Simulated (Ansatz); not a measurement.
A CCSD(T) single point on C3H2F4O (`FC(F)C1OC1(F)F`).

```yaml
crystal:
  periodic: [false, false, false]
  atoms:
    - {symbol: F, position_ang: [-1.621314, -1.623906, 0.217291]}
    - {symbol: C, position_ang: [-0.348992, -1.169986, 0.262209]}
    - {symbol: F, position_ang: [0.195318, -1.576894, 1.432063]}
    - {symbol: C, position_ang: [-0.353787, 0.329840, 0.239425]}
    - {symbol: O, position_ang: [-0.501558, 0.929316, -1.083460]}
    - {symbol: C, position_ang: [0.680275, 1.074058, -0.443841]}
    - {symbol: F, position_ang: [1.735562, 0.482876, -0.996529]}
    - {symbol: F, position_ang: [1.021365, 2.301601, -0.079007]}
    - {symbol: H, position_ang: [0.209635, -1.608083, -0.568949]}
    - {symbol: H, position_ang: [-0.933402, 0.809979, 1.023698]}
basis:
  gaussian: {orbitals: def2-SVP}
correlation: {method: ccsd_t}
```

```sh
$ ansatz run in.yaml --threads 4 --pin off --events-out ev --progress --plain --max-ram 11315MiB
```

Output of Ansatz, abridged:

```
Functional definition: HF
1183 factors; integrals over basis functions are off by at most 1.3e-3 eV
mean field evaluation 1: about -15964.4419 eV, gradient 5.0e1 eV
mean field evaluation 2: about -15964.6297 eV, gradient 5.0e1 eV
mean field evaluation 4: about -15969.5174 eV, gradient 4.4e0 eV
mean field evaluation 8: about -15969.5844 eV, gradient 1.3e-1 eV
mean field -15969.58448575 eV, -586.8714052780 hartree, gradient 1.0e-6 eV, S^2 0.000000; 0 other end points of the search recorded, 0 dependent functions left out
8 core orbitals not correlated: weight in the atoms' cores, before any rotation towards them, 1.000 or more for the frozen orbitals, at most 0.000 for the correlated occupied ones
reference -15969.58448575 eV, -586.8714052780 hartree; 24, 24 occupied and 90, 90 virtual orbitals, 1183 factors
second order -35.40478215 eV of doubles, -0.00000000 eV of singles
cycle   1  -35.24050051 eV  change    1.6e-1 eV  update   1.3e-1
cycle   2  -35.99749729 eV  change   -7.6e-1 eV  update   3.5e-2
cycle   3  -36.18974461 eV  change   -1.9e-1 eV  update   1.7e-2
cycle   4  -36.17845906 eV  change    1.1e-2 eV  update   3.3e-3
cycle   5  -36.17650845 eV  change    2.0e-3 eV  update   1.5e-3
cycle   6  -36.17755738 eV  change   -1.0e-3 eV  update   4.7e-4
cycle   7  -36.17732766 eV  change    2.3e-4 eV  update   1.6e-4
cycle   8  -36.17714340 eV  change    1.8e-4 eV  update   5.3e-5
cycle   9  -36.17715302 eV  change   -9.6e-6 eV  update   1.7e-5
perturbative correction -0.86288707 eV, -0.0317105151 hartree
Total energy: -16006.62452584 eV, -588.2326016447 hartree
```

It took 25 s on 4 threads of an Arm Neoverse V2 on a shared host, with 0.87 GiB of host memory at the peak.

The correlation energy is -37.040 eV, 2.3 % of it from (T); the T1 diagnostic reads 0.0119.
